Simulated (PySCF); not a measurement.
# Exercise with solution: chemical shift, span and skew from a shielding tensor

C₄H₇BO₂, SMILES C=C=COB(C)O. Atoms are numbered in the order given.

```xyz
14

C      3.3648    -0.5871     0.5168
C      2.1699    -0.1890     0.1610
C      0.9890     0.2408    -0.2233
O     -0.1788    -0.2795     0.2720
B     -1.4184     0.1579    -0.1191
C     -2.6824    -0.5636     0.4878
O     -1.4766     1.1739    -1.0314
H      3.8971    -0.1296     1.3604
H      3.8823    -1.3991    -0.0097
H      0.8856     1.0417    -0.9634
H     -2.4606    -0.9981     1.4739
H     -2.9827    -1.3984    -0.1712
H     -3.5571     0.1007     0.5848
H     -2.3766     1.4314    -1.2573
```

Coordinates come from a B3LYP-D3(BJ)/def2-SVP optimisation. This is a generated structure with no PubChem entry under its InChIKey; it may be hypothetical. Other conformers were not sampled.

GIAO shieldings from HF/pcSseg-1 (PySCF), non-relativistic, no solvent. The symmetric part of the tensor of C3 has the principal values -10.0, 91.1, 136.2 ppm. The same nucleus in TMS has σ = 192.6 ppm at this level (PySCF, at its B3LYP-D3(BJ)/def2-TZVP geometry).

Task: Work out the isotropic shielding, the ¹³C shift against TMS, the span and the skew.

Result: 
σ(iso) = (σ11 + σ22 + σ33)/3 = 72.4 ppm. δ = σ(ref) − σ(iso) = 192.6 − (72.4) = 120.2 ppm.
Span Ω = σ33 − σ11 = 146.2 ppm. Skew κ = 3(σ(iso) − σ22)/Ω = -0.38. Tumbling in solution averages the tensor to δ; in a static solid the shielding alone would spread this spin-1/2 line over Ω.
